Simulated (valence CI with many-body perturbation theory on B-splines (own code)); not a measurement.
# Forbidden lines of Pd XXV

Calculated by relativistic CI+MBPT: four valence electrons over a frozen Dirac-Fock core [Ar], a basis of 7 s, 7 p, 8 d, 6 f, 4 g, 1 h functions for each j, with the one-electron correlation potential Σ1 (screened to all orders), the two-electron term Σ2, the three-electron term Σ3, Breit, model QED; selected single and double excitations, second order for the rest, scaled by the run's own slope (own B-spline code, finite nucleus).

No measured levels were compared; by estimate terms of the open shell hold to 2 to 4 % of their energy, and close levels can change places. Only levels of the ground parity were solved; by the run's estimate the other parity begins above the list, which can be wrong where configurations are misplaced.

Lines 1 to 50 of 120 in falling wavelength, among levels below 505910 cm⁻¹, chosen from the decays that carry over 1 % of a level's rate. Wavelengths and rates use the calculated energies, so an error of 3000 cm⁻¹ moves a line at 485.7 nm by 15 % and its rate by three times that or more. S is in atomic units (e²a₀⁴ for E2 and M2, e²a₀⁶ for E3), for M1 in squared Bohr magnetons. Weak lines are less certain than strong ones. Lines between different terms over intervals too small for the method are left out, as are lines whose strength nearly cancels.

Names give the largest LS component (configuration and term), which can be under half, so a name can repeat, a term be missing and a line seem to break the LS rules; names also repeat where a configuration has a term twice. Letters in brackets count levels of one name in rising energy.

| λ vac (nm) | Upper | Lower | Type | A (s⁻¹) | S (a.u.) |
| --- | --- | --- | --- | --- | --- |
| 1132 | 3d⁴ ⁵D_4 | 3d⁴ ⁵D_3 | M1 | 1.49e+01 | 7.20e+00 |
| 964.9 | 3d⁴ ³H_6 | 3d⁴ ³H_5 | M1 | 1.41e+01 | 6.10e+00 |
| 680.4 | 3d⁴ ⁵D_3 | 3d⁴ ⁵D_2 | M1 | 1.30e+02 | 1.06e+01 |
| 516.2 | 3d⁴ ⁵D_2 | 3d⁴ ⁵D_1 | M1 | 3.48e+02 | 8.87e+00 |
| 485.7 | 3d⁴ ³G_3 | 3d⁴ ³H_4 | M1 | 6.24e+01 | 1.85e+00 |
| 431.3 | 3d⁴ ³P_2 [b] | 3d⁴ ³F_3 [a] | M1 | 8.23e+01 | 1.22e+00 |
| 430.7 | 3d⁴ ⁵D_1 | 3d⁴ ⁵D_0 | M1 | 5.02e+02 | 4.46e+00 |
| 382.7 | 3d⁴ ³H_5 | 3d⁴ ³H_4 | M1 | 3.08e+02 | 7.04e+00 |
| 355.1 | 3d⁴ ³P_2 [d] | 3d⁴ ³P_2 [c] | M1 | 1.58e+02 | 1.31e+00 |
| 351.7 | 3d⁴ ³F_2 [b] | 3d⁴ ³P_2 [d] | M1 | 1.63e+02 | 1.32e+00 |
| 351.0 | 3d⁴ ³P_2 [a] | 3d⁴ ³P_1 [a] | M1 | 2.65e+02 | 2.13e+00 |
| 337.5 | 3d⁴ ³G_4 | 3d⁴ ³G_3 | M1 | 4.21e+02 | 5.39e+00 |
| 320.3 | 3d⁴ ³P_2 [a] | 3d⁴ ³F_2 [a] | M1 | 9.93e+01 | 6.05e-01 |
| 314.2 | 3d⁴ ³P_2 [b] | 3d⁴ ³P_2 [a] | M1 | 1.33e+02 | 7.63e-01 |
| 298.3 | 3d⁴ ³F_4 [a] | 3d⁴ ³H_5 | M1 | 2.67e+02 | 2.37e+00 |
| 294.1 | 3d⁴ ³P_2 [c] | 3d⁴ ³D_1 | M1 | 2.47e+02 | 1.17e+00 |
| 281.5 | 3d⁴ ³P_2 [a] | 3d⁴ ³G_3 | M1 | 1.39e+01 | 5.76e-02 |
| 276.2 | 3d⁴ ³P_1 [a] | 3d⁴ ³P_0 [a] | M1 | 7.95e+02 | 1.86e+00 |
| 273.4 | 3d⁴ ¹G_4 [a] | 3d⁴ ³G_5 | M1 | 2.22e+02 | 1.51e+00 |
| 270.2 | 3d⁴ ³G_5 | 3d⁴ ³G_4 | M1 | 8.71e+02 | 7.00e+00 |
| 250.8 | 3d⁴ ³F_3 [a] | 3d⁴ ³F_2 [a] | M1 | 1.97e+02 | 8.07e-01 |
| 250.2 | 3d⁴ ³H_4 | 3d⁴ ⁵D_4 | M1 | 1.02e+03 | 5.34e+00 |
| 240.4 | 3d⁴ ³D_1 | 3d⁴ ³P_2 [a] | M1 | 6.38e+02 | 9.87e-01 |
| 228.5 | 3d⁴ ³P_2 [c] | 3d⁴ ³P_2 [b] | M1 | 2.36e+02 | 5.21e-01 |
| 226.4 | 3d⁴ ³F_3 [a] | 3d⁴ ³G_3 | M1 | 3.59e+01 | 1.08e-01 |
| 215.2 | 3d⁴ ³F_2 [b] | 3d⁴ ¹F_3 | M1 | 3.70e+02 | 6.83e-01 |
| 213.1 | 3d⁴ ¹G_4 [a] | 3d⁴ ³D_3 | M1 | 2.75e+02 | 8.86e-01 |
| 204.9 | 3d⁴ ³H_4 | 3d⁴ ⁵D_3 | M1 | 3.05e+02 | 8.76e-01 |
| 199.1 | 3d⁴ ³G_4 | 3d⁴ ³H_4 | M1 | 9.82e+02 | 2.59e+00 |
| 197.1 | 3d⁴ ³G_5 | 3d⁴ ³H_6 | M1 | 6.19e+02 | 1.93e+00 |
| 196.8 | 3d⁴ ³F_4 [b] | 3d⁴ ¹G_4 [a] | M1 | 2.23e+02 | 5.67e-01 |
| 192.3 | 3d⁴ ³D_3 | 3d⁴ ³F_2 [a] | M1 | 1.58e+03 | 2.91e+00 |
| 185.5 | 3d⁴ ¹F_3 | 3d⁴ ³P_2 [b] | M1 | 1.80e+02 | 2.99e-01 |
| 182.4 | 3d⁴ ³P_2 [c] | 3d⁴ ³D_3 | M1 | 7.44e+02 | 8.37e-01 |
| 177.7 | 3d⁴ ³D_3 | 3d⁴ ³G_3 | M1 | 1.84e+03 | 2.68e+00 |
| 176.7 | 3d⁴ ³F_2 [b] | 3d⁴ ³P_2 [c] | M1 | 3.79e+02 | 3.88e-01 |
| 170.2 | 3d⁴ ³F_3 [b] | 3d⁴ ³P_2 [c] | M1 | 6.44e+02 | 8.24e-01 |
| 169.3 | 3d⁴ ¹G_4 [a] | 3d⁴ ³F_3 [a] | M1 | 8.05e+02 | 1.30e+00 |
| 167.6 | 3d⁴ ³F_4 [a] | 3d⁴ ³H_4 | M1 | 2.37e+03 | 3.73e+00 |
| 165.8 | 3d⁴ ³P_2 [b] | 3d⁴ ³P_1 [a] | M1 | 4.96e+02 | 4.18e-01 |
| 165.1 | 3d⁴ ³G_3 | 3d⁴ ⁵D_4 | M1 | 1.32e+02 | 1.54e-01 |
| 163.7 | 3d⁴ ³G_5 | 3d⁴ ³H_5 | M1 | 9.38e+02 | 1.68e+00 |
| 163.6 | 3d⁴ ¹I_6 | 3d⁴ ³H_6 | M1 | 1.39e+03 | 2.93e+00 |
| 158.6 | 3d⁴ ³P_2 [b] | 3d⁴ ³F_2 [a] | M1 | 7.72e+02 | 5.71e-01 |
| 155.9 | 3d⁴ ¹G_4 [a] | 3d⁴ ³F_4 [a] | M1 | 2.07e+03 | 2.62e+00 |
| 153.9 | 3d⁴ ¹F_3 | 3d⁴ ³D_3 | M1 | 1.28e+03 | 1.21e+00 |
| 151.3 | 3d⁴ ³H_5 | 3d⁴ ⁵D_4 | M1 | 4.09e+02 | 5.77e-01 |
| 150.1 | 3d⁴ ³F_3 [b] | 3d⁴ ¹G_4 [a] | M1 | 1.21e+03 | 1.06e+00 |
| 149.4 | 3d⁴ ³P_2 [c] | 3d⁴ ³F_3 [a] | M1 | 9.75e+02 | 6.02e-01 |
| 148.5 | 3d⁴ ³P_2 [b] | 3d⁴ ³G_3 | M1 | 1.57e+02 | 9.55e-02 |
